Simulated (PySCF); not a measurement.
Predicted microwave data (PBE0-D3(BJ)/def2-SVP geometry optimisation, gas phase in PySCF) for one isomer of C2H8N2OSi:

```
Rotational constants : A = 4786, B = 1835, C = 1502 MHz
Dipole components    : |μa| = 3.77 D, |μb| = 2.15 D, |μc| = 1.47 D
Inertial defect      : -44.46 u·Å²
κ                    : -0.80
```

Question: Which candidate fits, each taken in the one conformer that was computed?
A. `[CH3:1][C:2](=[O:3])[SiH:4]([NH2:5])[NH2:6]` with C1–C2–Si4–N5 -171°, C2–Si4–N5–H -13° and -166°, C2–Si4–N6–H -78° and 131°
B. `[CH3:1][NH:2][SiH2:3][C:4]([NH2:5])=[O:6]` with C1–N2–Si3–C4 -74°, N2–Si3–C4–N5 -15°, Si3–C4–N5–H -177° and -2°
C. `[NH2:1][SiH:2]([NH2:3])[CH2:4][CH:5]=[O:6]` with H–N1–Si2–N3 64° and -150°, N1–Si2–N3–H -154° and 49°, N1–Si2–C4–C5 60°, Si2–C4–C5–O6 -72°

Answer: B. It is CN[SiH2]C(N)=O, an asymmetric top, point group C1. The candidates at the same level (rigid rotor, commonest isotopes):

```
         SMILES  A (MHz)  B (MHz)  C (MHz)  μa (D)  μb (D)  μc (D)  Δ (u·Å²)  point group           rotor
 CN[SiH2]C(N)=O     4786     1835     1502    3.77    2.15    1.47    -44.46           C1  asymmetric top
CC(=O)[SiH](N)N     3791     2311     1579    2.14    1.64    0.11    -32.03           C1  asymmetric top
  N[SiH](N)CC=O     5645     1771     1463    2.36    1.56    0.19    -29.59           C1  asymmetric top
```

`N[SiH](N)CC=O` has A 18 % too high; `CC(=O)[SiH](N)N` has B 26 % too high. No structure here is proved a minimum.
